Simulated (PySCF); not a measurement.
Al(F)(OH)(OEt) (C2H6AlFO2), SMILES C([O][Al]([F])[OH])C.

The structure is a stationary point at PBE-D3(BJ)/def2-SVP. The structure was generated by enumeration; whether it is a known compound was not checked. The values are those of a single conformer.

Calculation: C-PCM-B3LYP/def2-SVP (PySCF).

The values are the electrostatic part of the solvation free energy, E(continuum) − E(gas) at the gas-phase geometry, in a cavity of scaled van der Waals radii (PySCF's table); cavitation and dispersion terms are not included. A continuum can't describe solvent molecules that bind to the metal. In vacuum the orbital gap is 6.97 eV. The dipole moment in vacuum is 1.81 D.

| solvent | ε | ΔG(elec) (kcal/mol) | dipole (D) | gap (eV) |
|---|---|---|---|---|
| water | 78.36 | -8.7 | 2.05 | 7.19 |
| ethanol | 24.85 | -8.4 | 2.04 | 7.18 |
| ethylethanoate | 5.99 | -7.2 | 2.01 | 7.15 |
